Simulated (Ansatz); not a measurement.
Start from `[SiH3]O[SiH](S)Cl` and change one atom or group to get `S[SiH](Cl)[O][GaH2]`.

Ansatz, PBE0-D4/def2-TZVP geometries, multiplicity 1. Each molecule was computed in one conformer, which needn't be the lowest.

Scalar relativity is left out up to krypton.

```tsv
property	`[SiH3]O[SiH](S)Cl`
LUMO energy (PBE/def2-TZVPP) / eV	-1.03
HOMO energy (PBE/def2-TZVPP) / eV	-6.62
LUMO energy (B3LYP/def2-TZVPP) / eV	-0.30
HOMO–LUMO gap (PBE/def2-TZVPP) / eV	5.59
HOMO energy (PBE0/def2-TZVPP) / eV	-7.88
LUMO energy (PBE0/def2-TZVPP) / eV	-0.10
```

(1) What does the change do to each property? (An estimate is asked.)

## Answers

(1) Computed: 
| property | `S[SiH](Cl)[O][GaH2]` | shift |
| --- | --- | --- |
| LUMO energy (PBE/def2-TZVPP) / eV | -2.48 | -1.45 |
| HOMO energy (PBE/def2-TZVPP) / eV | -6.45 | 0.17 |
| LUMO energy (B3LYP/def2-TZVPP) / eV | -1.96 | -1.66 |
| HOMO–LUMO gap (PBE/def2-TZVPP) / eV | 3.96 | -1.63 |
| HOMO energy (PBE0/def2-TZVPP) / eV | -7.69 | 0.19 |
| LUMO energy (PBE0/def2-TZVPP) / eV | -1.67 | -1.57 |

With PBE0 the HOMO rises by 0.19 eV and the LUMO falls by 1.57 eV, so the gap narrows by about 1.76 eV. PBE moves the HOMO by 0.17 eV and ωB97M-V by 0.19 eV.

B3LYP here is the variant with VWN-RPA as its local correlation; programs differ in this.
